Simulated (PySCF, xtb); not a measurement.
CH₃O₃S, SMILES CS(=O)(=O)[O-], charge -1.

GFN2-xTB run with xtb at its own geometry gives an orbital gap of 8.40 eV.

Geometry: PBE0-D3(BJ)/def2-SVPD.

Problem. What does PBE0/def2-SVPD (PySCF) give? (Estimate from the structure and the level; the computed values follow.)

Solution. gap 6.49 eV (levels -2.24 and 4.25 eV).
